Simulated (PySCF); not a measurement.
Gas-phase reaction: WF6 + 2 N + 6 Cl ⇌ WCl6 + 2 NF3

Method: PySCF energies (xtb for GFN2) plus ideal-gas RRHO corrections (1 bar). † marks an energy on the PBE0/def2-TZVP geometry and frequencies; other levels use their own. MP2 and CCSD(T) freeze the core. Open shells (unrestricted): N (multiplicity 4), Cl (multiplicity 2, electronic degeneracy 6); the rest are closed-shell singlets. GFN2 has no spin-polarisation term. Spin-orbit splitting is ignored; it lowers the true energy and changes the entropy of Cl. B3LYP is the form with VWN-RPA correlation. W: scalar-relativistic def2 core potential, no spin-orbit coupling. MP2 isn't extrapolated to the basis-set limit; its ΔH°(298 K) is -500.4 kJ in def2-SVP and -725.0 kJ in def2-TZVPP. CCSD(T) isn't extrapolated to the basis-set limit. The harmonic model lacks anharmonicity and excited electronic states, which grow with temperature; levels with a mode under 35 cm⁻¹ are left out. Soft modes under 120 cm⁻¹ make the harmonic entropy rough for WCl6. Warning, large T1 diagnostic: WCl6, WF6 (CCSD(T)/def2-SVP†).

| level | ΔE electronic, kJ | ΔH°(298 K), kJ | ΔS°(298 K), J/K | ΔG°(600 K), kJ |
|---|---|---|---|---|
| B3LYP/def2-TZVP† | -674 | -654 | -730 | -213 |
| BLYP/def2-TZVP† | -770 | -751 | -730 | -309 |
| CCSD(T)/def2-SVP† | -438 | -418 | -730 | 23 |
| GFN2-xTB | -1410 | -1390 | -728 | -950 |
| M06-2X/def2-TZVP† | -726 | -706 | -730 | -265 |
| MP2/def2-SVP† | -520 | -500 | -730 | -59 |
| MP2/def2-TZVPP† | -745 | -725 | -730 | -284 |
| PBE0/def2-TZVP | -806 | -786 | -730 | -345 |
| r2SCAN/def2-TZVP† | -801 | -781 | -730 | -340 |
| ωB97X-V/def2-TZVP† | -744 | -725 | -730 | -283 |
ΔH° is lowest at GFN2-xTB and highest at CCSD(T)/def2-SVP†. No reference value is set beside these.
